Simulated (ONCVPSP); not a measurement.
## Scattering properties, ONCV potential for Al (Z = 13)

| Property | Result |
| --- | --- |
| Element | Al (Z = 13) |
| Generator | ONCVPSP 4.0.1 |
| Type | optimised norm-conserving Vanderbilt (ONCV) |
| Functional | PBE |
| Relativity | scalar-relativistic |
| Frozen core | [Ne] |
| Valence charge | 3 |
| Reference configuration | 3s2 3p1 |
| Partial waves | 3s: rc 1.70 bohr, ncon 4, nbas 7, qcut 4.5 1/bohr, 2 projectors, debl 2 Ha; 3p: rc 2.05 bohr, ncon 4, nbas 7, qcut 4.1 1/bohr, 1 projector; d scattering state at 0.16 Ha: rc 1.80 bohr, ncon 4, nbas 8, qcut 6.1 1/bohr, 2 projectors, debl 1.4 Ha |
| Local potential | polynomial inside 1.55 bohr (lpopt 5, dvloc0 4 Ha) |
| Core correction | Teter function, fcfact 3.25, rcfact 1.15 |

The phase is arctan(r·R′/R) of the radial function R(r), unwrapped; energies in Ha, scanned from -2 to 5 Ha. A pole is an energy at which the radial function vanishes at the test radius. The pseudo phase is shifted by a multiple of π to meet the all-electron one at the reference energy, and phase errors are pseudo minus all-electron; the curves can meet again beyond the range given. Levels narrower than the energy grid can be missing from the lists of poles.

Task: For each channel, where are the poles, and over which energies does the pseudopotential scatter like the atom?

Result:

| channel | radius (bohr) | reference energy (Ha) | poles, all-electron | poles, pseudo | unbroken range about the reference energy with phases within 0.05 rad | phase error 1 Ha above the reference energy (rad) |
| --- | --- | --- | --- | --- | --- | --- |
| s | 1.73 | -0.28 | 2.68 | 2.65, 4.94 | below 3.5 | -0.001 |
| p | 2.08 | -0.10 | 1.68 | 1.48 | below 1.7 | -0.019 |
| d | 1.83 | 0.16 | 2.48 | 2.48 | below 4.4 | +0.000 |

Note: no bound ghost flagged; GHOST(+) flagged for s at 119.6 eV.

Phases in the p channel:

```
E (Ha)  all-electron  pseudo
 -1.98         1.235   1.216
 -1.80         1.205   1.189
 -1.62         1.170   1.156
 -1.44         1.129   1.115
 -1.26         1.076   1.063
 -1.08         1.006   0.994
 -0.90         0.910   0.898
 -0.72         0.770   0.760
 -0.54         0.560   0.552
 -0.36         0.243   0.238
 -0.18        -0.175  -0.176
  0.00        -0.585  -0.585
  0.18        -0.887  -0.891
  0.36        -1.087  -1.095
  0.54        -1.221  -1.233
  0.72        -1.316  -1.331
  0.90        -1.386  -1.405
  1.08        -1.441  -1.465
  1.26        -1.486  -1.516
  1.44        -1.525  -1.561
  1.62        -1.559  -1.605
  1.80        -1.591  -1.651
  1.98        -1.622  -1.701
  2.16        -1.654  -1.763
  2.34        -1.687  -1.846
  2.52        -1.724  -1.974
  2.70        -1.768  -2.207
  2.88        -1.823  -2.700
  3.06        -1.895  -3.485
  3.24        -2.001  -4.009
  3.42        -2.169  -4.253
  3.60        -2.468  -4.383
  3.78        -2.987  -4.463
  3.96        -3.587  -4.518
  4.14        -3.982  -4.558
  4.32        -4.199  -4.590
  4.50        -4.326  -4.615
  4.68        -4.409  -4.637
  4.86        -4.467  -4.657
```
